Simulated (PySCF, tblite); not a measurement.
Isomers of C5H10OSSi. Calculated harmonic vibrations of the isolated species, GFN2-xTB (tblite), most abundant isotopes, no scaling. Against measured fundamentals such values can be off by several per cent, at times by over 20. Modes of hydrogen on silicon can be 10 to 20 % off. One conformer each.

Electronic energies: PBE0/pcSseg-1 single points on the GFN2-xTB geometries (PySCF, gas phase).

```tsv
SMILES	electronic energy, lowest = 0 (kJ/mol)
C=CO[Si@@H](C)SC=C	16.5
O=C[C@H]1C[SiH2]CSC1	131.4
CCC#C[Si@H](O)SC	0.0
```

Question: How do GFN2-xTB zero-point energies change the relative energies?

Answer: 
```csv
SMILES,ZPE (kJ/mol),of it from modes above 1550 cm⁻¹,electronic (kJ/mol),"with ZPE, lowest = 0 (kJ/mol)",lowest mode (cm⁻¹),rings
CCC#C[Si@H](O)SC,355.4,194.0,0.0,0.0,11,0
C=CO[Si@@H](C)SC=C,352.2,199.8,16.5,13.3,29,0
O=C[C@H]1C[SiH2]CSC1,360.2,178.5,131.4,136.2,69,1
```

The zero-point energies span 8.0 kJ/mol, from `C=CO[Si@@H](C)SC=C` to `O=C[C@H]1C[SiH2]CSC1`. The order is unchanged.

Question: And how do the electronic energies of GFN2-xTB itself compare?

Answer: `CCC#C[Si@H](O)SC` 0.0; `C=CO[Si@@H](C)SC=C` 12.5; `O=C[C@H]1C[SiH2]CSC1` 91.6 kJ/mol, lowest = 0. Against the energies above, taken from the same isomer `CCC#C[Si@H](O)SC`, the largest difference is 39.8 kJ/mol.
